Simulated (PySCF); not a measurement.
Job file and geometry (Å, from GFN2-xTB) of an NMR shielding run on `C#CC1=CS[C@@H](F)[SiH2]C1`, C6H7FSSi, GIAO PBE0/pcSseg-1 NMR shielding, non-relativistic, gas phase (PySCF 2.14.0, density-fitted response routines); density fitting, a coarse starting grid and PySCF grid level 2 are the driver's defaults:

```
$ OMP_NUM_THREADS=1 python probes_run.py task.json out

{"job": {"kind": "nmr", "xc": "PBE0", "basis": "pcSseg-1"}, "charge": 0, "multiplicity": 1}
C      3.560439     0.035007    -0.307885
C      2.375224     0.181876    -0.177144
C      0.970168     0.285702    -0.046138
C      0.471196     1.396404     0.510568
S     -1.171304     1.887328     0.850594
C     -2.240140     0.586013     0.167960
F     -2.481265     0.826007    -1.169939
Si    -1.440472    -1.151390     0.353297
C      0.189397    -0.886961    -0.577979
H      4.598381    -0.071255    -0.414740
H      1.141579     2.178291     0.837610
H     -3.196468     0.717986     0.679048
H     -1.262865    -1.393392     1.784727
H     -2.316293    -2.107962    -0.317455
H     -0.031771    -0.702560    -1.635447
H      0.826594    -1.772150    -0.548489
```

Question: What does the program print?

Answer: 
```
coarse grid: 15192 points
cycle   1  E = -1019.4484665077  dE =  1.307e+00  |g| = 5.710e-01  |ddm| = 4.112e+00
cycle   2  E = -1019.4062855183  dE =  4.218e-02  |g| = 7.690e-01  |ddm| = 1.155e+00
cycle   3  E = -1019.5143058729  dE = -1.080e-01  |g| = 1.040e-01  |ddm| = 6.755e-01
cycle   4  E = -1019.5163021624  dE = -1.996e-03  |g| = 3.772e-02  |ddm| = 1.327e-01
cycle   5  E = -1019.5165824482  dE = -2.803e-04  |g| = 1.687e-02  |ddm| = 4.746e-02
cycle   6  E = -1019.5166475863  dE = -6.514e-05  |g| = 4.619e-03  |ddm| = 1.837e-02
cycle   7  E = -1019.5166521969  dE = -4.611e-06  |g| = 1.841e-03  |ddm| = 5.918e-03
final grid: 140128 points
cycle   8  E = -1019.5813731672  dE = -2.905e-05  |g| = 1.037e-02  |ddm| = 5.304e-02
cycle   9  E = -1019.5813230405  dE =  5.013e-05  |g| = 1.745e-02  |ddm| = 2.967e-02
cycle  10  E = -1019.5813973322  dE = -7.429e-05  |g| = 3.435e-03  |ddm| = 1.977e-02
cycle  11  E = -1019.5814001683  dE = -2.836e-06  |g| = 4.390e-04  |ddm| = 2.707e-03
cycle  12  E = -1019.5814002083  dE = -3.998e-08  |g| = 1.425e-04  |ddm| = 7.141e-04
cycle  13  E = -1019.5814002124  dE = -4.128e-09  |g| = 3.817e-05  |ddm| = 1.570e-04
cycle  14  E = -1019.5814002127  dE = -2.856e-10  |g| = 1.663e-05  |ddm| = 6.139e-05
converged SCF energy = -1019.5814002127

GIAO shielding tensors (ppm)
atom      isotropic    diamagn.    paramagn.     s11        s22        s33       span
  0 C      101.606     258.261    -156.655     47.301     55.967    201.551    154.250
  1 C       96.059     248.611    -152.552    -14.836      1.515    301.498    316.334
  2 C       70.240     258.831    -188.591    -26.085     76.394    160.411    186.496
  3 C       48.677     253.777    -205.100    -63.924     61.319    148.634    212.558
  4 S      380.034    1054.450    -674.416    211.169    427.006    501.926    290.756
  5 C       98.203     249.755    -151.552     44.796     82.923    166.891    122.095
  6 F      376.123     475.662     -99.539    295.669    363.595    469.105    173.436
  7 Si     406.371     878.280    -471.908    375.495    409.566    434.053     58.558
  8 C      176.354     249.879     -73.525    154.479    178.854    195.729     41.250
  9 H       28.941      33.672      -4.731     24.991     25.105     36.727     11.736
 10 H       25.079      30.064      -4.985     21.425     25.796     28.017      6.592
 11 H       25.740      28.294      -2.554     21.649     25.843     29.726      8.077
 12 H       27.492      27.802      -0.310     24.567     24.979     32.931      8.364
 13 H       27.518      27.777      -0.259     24.385     24.960     33.208      8.823
 14 H       29.524      29.104       0.420     26.010     27.125     35.436      9.426
 15 H       29.899      29.513       0.386     24.905     29.367     35.425     10.520
```

Question: Turn these shieldings into chemical shifts. Shifts are taken against calculated references (same method and geometry level): TMS for ¹³C (σref 186.93), ²⁹Si (σref 349.16), ¹H (σref 31.72); CS2 for ³³S (σref 503.73); ¹⁹F (σref 170.95) vs CFCl3.

Answer: Averaging equivalent atoms: C 3: 138.2; C 2: 116.7; C 1: 90.9; C 5: 88.7; C 0: 85.3; C 8: 10.6; S 4: 124; F 6: -205.2; Si 7: -57.2; H 10: 6.64; H 11: 5.98; H 12: 4.22; H 13: 4.20; H 9: 2.78; H 14: 2.19; H 15: 1.82 ppm. Unscaled 19F shifts against computed CFCl3 carry errors that often reach 10 to 50 ppm.

Size and cost of the density-fitted run: 202 basis functions, 66 s wall time on 1 thread of an Arm Neoverse N1, shared host; peak memory 0.91 GiB.
